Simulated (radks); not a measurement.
Values are calculated unless marked as measured or tabulated.
Excited configurations of Bi3+: one electron is placed in a higher orbital outside [Xe] 4f14 5d10 6s1. The ground configuration is [Hg]. Level of theory: scalar-relativistic Kohn-Sham, PBE, spin-unpolarised, spherical densities, point nucleus (a radial shooting solver on a logarithmic mesh with Libxc functionals). Excitation = E - E(ground); binding = E(ion) - E, where the ion is the core of charge +4; n* = 4/sqrt(2 binding) in atomic units, and the quantum defect is n - n*.

5f: excitation (eV) 29.480; binding (eV) 15.926; n* 3.697; quantum defect 1.303; eigenvalue (eV) -12.659; <r> (bohr) 3.361
6p: excitation (eV) 12.493; binding (eV) 32.913; n* 2.572; quantum defect 3.428; eigenvalue (eV) -28.480; <r> (bohr) 2.459
6d: excitation (eV) 25.288; binding (eV) 20.118; n* 3.289; quantum defect 2.711; eigenvalue (eV) -17.131; <r> (bohr) 3.493
6f: excitation (eV) 34.892; binding (eV) 10.514; n* 4.550; quantum defect 1.450; eigenvalue (eV) -9.037; <r> (bohr) 6.309
7s: excitation (eV) 24.938; binding (eV) 20.468; n* 3.261; quantum defect 3.739; eigenvalue (eV) -18.172; <r> (bohr) 4.132
7p: excitation (eV) 28.826; binding (eV) 16.580; n* 3.624; quantum defect 3.376; eigenvalue (eV) -14.692; <r> (bohr) 4.868
7d: excitation (eV) 33.522; binding (eV) 11.884; n* 4.280; quantum defect 2.720; eigenvalue (eV) -10.464; <r> (bohr) 6.378
7f: excitation (eV) 38.163; binding (eV) 7.243; n* 5.482; quantum defect 1.518; eigenvalue (eV) -6.367; <r> (bohr) 9.944

The Delta-SCF ionisation energy is 45.406 eV (NIST Atomic Spectra Database: 45.4 eV, measured). Self-interaction in the functional shifts the binding energies and quantum defects, so they are the method's values and not measured ones. Spin polarisation and multiplet splitting are left out, so open shells lie too high by an amount that depends on their filling.

Beside tabulated values, note that spin-unpolarised runs miss the spin-polarisation part of the exchange energy of open shells, and scalar-relativistic runs lack spin-orbit coupling.
